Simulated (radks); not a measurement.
Values are calculated unless marked as measured or tabulated.
As20+, configuration [Ne] 3s2 3p1. Level of theory: Dirac Kohn-Sham, exchange-only PBE, spin-unpolarised, spherical densities, finite nucleus; open shells fill j = l - 1/2 first; Fermi nuclear charge, rms radius 4.0968 fm (a radial shooting solver on a logarithmic mesh with Libxc functionals).

Normalised radial functions P(r) = r R(r) (large component), r in bohr:

r          1s1/2    3p1/2    3p3/2
0.001905  0.7242   0.0035   0.0019
0.002114  0.7956   0.0041   0.0024
0.002365  0.8796   0.0049   0.0029
0.002645  0.9716   0.0059   0.0037
0.002958  1.0720   0.0070   0.0046
0.003309  1.1814   0.0084   0.0057
0.003701  1.3001   0.0101   0.0070
0.004107  1.4191   0.0120   0.0086
0.004593  1.5568   0.0145   0.0106
0.005138  1.7047   0.0174   0.0132
0.005747  1.8627   0.0211   0.0163
0.006428  2.0305   0.0255   0.0201
0.00719   2.2075   0.0308   0.0248
0.007978  2.3794   0.0367   0.0301
0.008923  2.5714   0.0444   0.0370
0.009981  2.7686   0.0536   0.0454
0.01116   2.9687   0.0647   0.0556
0.01249   3.1687   0.0781   0.0679
0.01397   3.3649   0.0940   0.0828
0.0155    3.5398   0.1115   0.0992
0.01733   3.7155   0.1337   0.1202
0.01939   3.8723   0.1599   0.1451
0.02169   4.0040   0.1906   0.1745
0.02426   4.1037   0.2263   0.2089
0.02691   4.1616   0.2643   0.2457
0.0301    4.1806   0.3109   0.2911
0.03367   4.1487   0.3635   0.3426
0.03766   4.0615   0.4222   0.4004
0.04212   3.9162   0.4864   0.4641
0.04712   3.7126   0.5554   0.5330
0.05228   3.4739   0.6225   0.6004
0.05848   3.1693   0.6959   0.6748
0.06541   2.8248   0.7675   0.7482
0.07316   2.4532   0.8331   0.8166
0.08183   2.0697   0.8876   0.8749
0.09153   1.6907   0.9248   0.9169
0.1016    1.3569   0.9377   0.9352
0.1136    1.0303   0.9210   0.9253
0.1271    0.7484   0.8654   0.8773
0.1421    0.5174   0.7643   0.7842
0.159     0.3384   0.6131   0.6410
0.1764    0.2160   0.4266   0.4614
0.1973    0.1247   0.1789   0.2200
0.2207    0.0667  -0.1093  -0.0640
0.2468    0.0328  -0.4239  -0.3769
0.2761    0.0147  -0.7447  -0.6991
0.3088    0.0059  -1.0469  -1.0059
0.3426    0.0023  -1.2874  -1.2534
0.3832    0.0007  -1.4792  -1.4551
0.4286    0.0002  -1.5815  -1.5685
0.4794    0.0000  -1.5828  -1.5810
0.5363    0.0000  -1.4850  -1.4931
0.5998    0.0000  -1.3049  -1.3201
0.6656    0.0000  -1.0887  -1.1077
0.7444    0.0000  -0.8356  -0.8554
0.8327    0.0000  -0.5934  -0.6113
0.9314    0.0000  -0.3869  -0.4012
1.042     0.0000  -0.2295  -0.2396
1.165     0.0000  -0.1226  -0.1289
1.293     0.0000  -0.0617  -0.0654
1.446     0.0000  -0.0261  -0.0278
1.617     0.0000  -0.0096  -0.0103

1s1/2: eigenvalue -12554.8 eV, 0 radial nodes, <r> = 0.0455 bohr, 90 % of the charge inside 0.0813 bohr. 3p1/2: eigenvalue -794.87 eV, 1 radial node at r = 0.212 bohr, <r> = 0.488 bohr, 90 % of the charge inside 0.723 bohr. 3p3/2 (empty): eigenvalue -786.49 eV, 1 radial node at r = 0.215 bohr, <r> = 0.494 bohr, 90 % of the charge inside 0.731 bohr.
